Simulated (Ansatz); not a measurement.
Total energies of CH₅ClGaNO, SMILES `C[O][Ga]([NH2])[Cl]`.

Cartesian coordinates in Å:
```
C 0.694 0.675 -1.435
O 1.166 0.670 -0.109
Ga 0.250 -0.111 1.192
N -1.293 -1.002 0.913
Cl 1.120 -0.041 3.130
H 0.424 -0.327 -1.793
H -0.178 1.329 -1.560
H 1.491 1.054 -2.080
H -1.820 -0.914 0.062
H -1.853 -1.333 1.680
```

The species carries charge 0 and has multiplicity 1. Correlated methods include outer-core shells of Ga, which these sets cover unevenly. Scalar relativity is left out up to krypton. The structure was optimised at the PBE0-D4/def2-TZVP level. It is one conformer, not always the lowest. Basis def2-TZVPP, Ansatz.

RPA on PBE orbitals: Hartree–Fock energy of these orbitals -2552.95273 Eh, correlation -1.63474 Eh (frozen core).

```tsv
functional	energy without D4 (Eh)	D4 term (kJ/mol)
PBE0	-2555.73010	-18.0
LC-ωPBE	-2555.85379	–
```

Give the same for LDA (SPW92), PBE, revPBE, BLYP, r2SCAN, B97M-V, B3LYP, r2SCANh, r2SCAN0, HSE06 (plane-wave form), BHLYP, CAM-B3LYP, ωB97X-V, ωB97M-V, B2PLYP, PBE-QIDH. (Best estimate.)

Ansatz gave: 
```tsv
functional	energy without D4 (Eh)	D4 term (kJ/mol)
LDA (SPW92)	-2550.44572	–
PBE	-2555.64396	-21.1
revPBE	-2556.04355	-58.2
BLYP	-2556.34014	-45.1
r2SCAN	-2556.19709	-5.2
B97M-V	-2555.80568	–
B3LYP	-2556.39643	-34.0
r2SCANh	-2556.17548	-5.6
r2SCAN0	-2556.14487	-6.2
HSE06 (plane-wave form)	-2555.71346	-17.0
BHLYP	-2556.20849	-28.0
CAM-B3LYP	-2556.39279	-18.5
ωB97X-V	-2556.02977	–
ωB97M-V	-2556.13620	–
B2PLYP	-2555.70863	–
PBE-QIDH	-2555.29251	–
```

B3LYP takes the VWN-RPA correlation (the form of Gaussian; ORCA's B3LYP/G). HSE06 is the plane-wave form, built on full-range PBE exchange. The double hybrids freeze the cores in their second-order part.

LC-ωPBE has ω = 0.4 bohr⁻¹.
